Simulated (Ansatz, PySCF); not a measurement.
Reaction (SMILES): [Cl][Ge]([Cl])([Cl])[Cl] [tetrachlorogermane] + 4 [H][H] (H2) → 4 Cl (HCl) + [GeH4] (GeH4)
Structures are relaxed separately at B3LYP-D3(BJ)/def2-TZVP in Ansatz (a first-principles code). Frequencies are from Ansatz or PySCF.

Property: energy of full hydrogenation (0 K, with B3LYP-D3(BJ) harmonic zero-point energies), in kcal/mol. Correlated levels leave the core frozen unless marked. No spin-orbit coupling. Frozen are the shells of the preceding noble gas and the d and f shells that filled before the atom's block. Non-relativistic. Basis-set limits of correlation are two-point, X^-3; Hartree-Fock from the larger set.

```tsv
level	program	energy of full hydrogenation (kcal/mol)
r2SCAN0-D4/def2-TZVPD	Ansatz + dftd4	?
B2PLYP-D4/def2-TZVPD	Ansatz + dftd4	58.1
SCS-MP2/STO-3G	Ansatz	101.1
CCSD(T)/CBS(def2-TZVPPD,def2-QZVPPD)	Ansatz	58.4
```

### Question
Some entries are withheld; supply them.

### Answer

- r2SCAN0-D4/def2-TZVPD, energy of full hydrogenation (kcal/mol): 55.5
